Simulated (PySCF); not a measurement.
From PBE to CCSD(T): MH along the alkali metals

PBE and CCSD(T) in PySCF with def2-SVP on every atom (core potentials on Rb, Cs), for the lowest determinant that a PBE0 search found; no spin–orbit coupling.

```tsv
molecule	state (unpaired electrons)	PBE Re (Å)	PBE ωe (cm⁻¹)	PBE De (eV)	CCSD(T) Re (Å)	CCSD(T) ωe (cm⁻¹)	CCSD(T) De (eV)
NaH	singlet (closed shell)	1.898	1129	1.83	1.918	1105	1.69
KH	singlet (closed shell)	2.281	948	1.67	2.308	915	1.47
RbH	singlet (closed shell)	2.426	899	1.62	2.430	912	1.36
CsH	singlet (closed shell)	2.582	843	1.65	?	?	?
```

Question: Estimate the CCSD(T) values of CsH by adding the mean shift from PBE to CCSD(T) of the other rows, and compare with the calculation.

Answer: The mean shifts are +1.7 pm, -15 cm⁻¹ and -0.20 eV, which give 2.599 Å, 828 cm⁻¹ and 1.45 eV. CCSD(T)/def2-SVP gives Re = 2.617 Å, ωe = 846 cm⁻¹, De = 1.35 eV.

Question: What are the mean differences of PBE from CCSD(T) over the whole series?

Answer: Re -2.1 pm, ωe +10 cm⁻¹, De +0.22 eV.

In a basis of this size CCSD(T) is itself not converged; it tends to give bonds that are too long and too weak.

Correlated steps freeze the inner cores (0 to 5 orbitals); shallow outer-core shells are correlated. Correlated levels converge slowly with the basis: in double zeta they bind strong bonds too weakly, by up to about 1 eV, and carry superposition errors of some tenths. Spin–orbit coupling is left out. Where the molecule has an RHF reference, its open-shell atoms are computed with UHF. The CCSD T1 diagnostic is raised in CsH, KH, RbH, a sign that a single reference may not be enough there.
